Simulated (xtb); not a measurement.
Harmonic IR lines of one isomer of CH8Si3, unscaled. Level of theory: GFN2-xTB in xtb 6.7.1.

```json
[
 {"wavenumber (cm⁻¹)": "379", "relative intensity": "8.6"},
 {"wavenumber (cm⁻¹)": "424", "relative intensity": "4.1"},
 {"wavenumber (cm⁻¹)": "447", "relative intensity": "7.6"},
 {"wavenumber (cm⁻¹)": "484", "relative intensity": "6.6"},
 {"wavenumber (cm⁻¹)": "558", "relative intensity": "5.1"},
 {"wavenumber (cm⁻¹)": "641", "relative intensity": "19"},
 {"wavenumber (cm⁻¹)": "733", "relative intensity": "100"},
 {"wavenumber (cm⁻¹)": "806", "relative intensity": "33"},
 {"wavenumber (cm⁻¹)": "825", "relative intensity": "35"},
 {"wavenumber (cm⁻¹)": "834", "relative intensity": "18"},
 {"wavenumber (cm⁻¹)": "839", "relative intensity": "16"},
 {"wavenumber (cm⁻¹)": "854", "relative intensity": "20"},
 {"wavenumber (cm⁻¹)": "1225", "relative intensity": "28"},
 {"wavenumber (cm⁻¹)": "2074", "relative intensity": "53"},
 {"wavenumber (cm⁻¹)": "2108", "relative intensity": "33"},
 {"wavenumber (cm⁻¹)": "2196", "relative intensity": "63"},
 {"wavenumber (cm⁻¹)": "2205", "relative intensity": "50"},
 {"wavenumber (cm⁻¹)": "2226", "relative intensity": "39"},
 {"wavenumber (cm⁻¹)": "2262", "relative intensity": "55"},
 {"wavenumber (cm⁻¹)": "2314", "relative intensity": "22"},
 {"wavenumber (cm⁻¹)": "2989", "relative intensity": "3.1"}
]
```

Which structure gives these lines?
A. `[SiH2]=C([SiH3])[SiH3]`
B. `[SiH3]/C=[SiH]\[SiH3]`
C. `[SiH2]=C[SiH2][SiH3]`
D. `C1[SiH2][SiH2][SiH2]1`

C, `[SiH2]=C[SiH2][SiH3]`
